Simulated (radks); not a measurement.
Values are calculated unless marked as measured or tabulated.
Neutral silver inside a hard spherical wall (all orbitals vanish at R), configuration held at [Kr] 4d10 5s1 and not refilled when levels cross. Code: a radial shooting solver on a logarithmic mesh with Libxc functionals. Model: scalar-relativistic Kohn-Sham, PBE, spin-polarised, spherical densities, point nucleus; open shells are filled with parallel spins first (spin-orbit coupling, left out, can overturn this in heavy ions). Eigenvalues in eV for spin up, with the zero of energy where the potential of the charges vanishes at infinity; a dash marks a level that is unbound or too diffuse for the functional's potential to be trusted. A positive occupied level is held by the wall or, in an anion where self-interaction has pushed it up, behind a barrier. The pressure on the wall is -dE/dV.

[
 {"R (bohr)": "free", "E (hartree)": "-5316.04184", "kinetic (hartree)": "5522.852", "e(4s)": "-95.007", "e(4p)": "-58.530", "e(4d)": "-7.503", "e(5s)": "-4.734", "e(5p, empty)": "-0.973", "e(6s, empty)": "-", "pressure (GPa)": "0"},
 {"R (bohr)": "20", "E (hartree)": "-5316.04184", "kinetic (hartree)": "5522.852", "e(4s)": "-95.007", "e(4p)": "-58.530", "e(4d)": "-7.503", "e(5s)": "-4.734", "e(5p, empty)": "-0.973", "e(6s, empty)": "-", "pressure (GPa)": "< 0.0001"},
 {"R (bohr)": "15", "E (hartree)": "-5316.04184", "kinetic (hartree)": "5522.852", "e(4s)": "-95.006", "e(4p)": "-58.530", "e(4d)": "-7.503", "e(5s)": "-4.734", "e(5p, empty)": "-0.963", "e(6s, empty)": "0.278", "pressure (GPa)": "< 0.0001"},
 {"R (bohr)": "12", "E (hartree)": "-5316.04181", "kinetic (hartree)": "5522.852", "e(4s)": "-95.003", "e(4p)": "-58.527", "e(4d)": "-7.500", "e(5s)": "-4.731", "e(5p, empty)": "-0.914", "e(6s, empty)": "0.810", "pressure (GPa)": "0.000463"},
 {"R (bohr)": "10", "E (hartree)": "-5316.04159", "kinetic (hartree)": "5522.855", "e(4s)": "-94.984", "e(4p)": "-58.508", "e(4d)": "-7.482", "e(5s)": "-4.713", "e(5p, empty)": "-0.784", "e(6s, empty)": "1.776", "pressure (GPa)": "0.00646"},
 {"R (bohr)": "8", "E (hartree)": "-5316.03954", "kinetic (hartree)": "5522.870", "e(4s)": "-94.873", "e(4p)": "-58.397", "e(4d)": "-7.375", "e(5s)": "-4.593", "e(5p, empty)": "-0.347", "e(6s, empty)": "4.265", "pressure (GPa)": "0.0934"},
 {"R (bohr)": "4", "E (hartree)": "-5315.76077", "kinetic (hartree)": "5524.179", "e(4s)": "-90.372", "e(4p)": "-53.999", "e(4d)": "-3.281", "e(5s)": "2.041", "e(5p, empty)": "10.258", "e(6s, empty)": "43.289", "pressure (GPa)": "58.9"},
 {"R (bohr)": "3", "E (hartree)": "-5314.68878", "kinetic (hartree)": "5528.561", "e(4s)": "-81.624", "e(4p)": "-45.627", "e(4d)": "5.117", "e(5s)": "18.512", "e(5p, empty)": "31.663", "e(6s, empty)": "104.40", "pressure (GPa)": "614"},
 {"R (bohr)": "2", "E (hartree)": "-5305.65736", "kinetic (hartree)": "5562.777", "e(4s)": "-48.098", "e(4p)": "-11.987", "e(4d)": "43.728", "e(5s)": "109.73", "e(5p, empty)": "136.19", "e(6s, empty)": "345.48", "pressure (GPa)": "14700"}
]
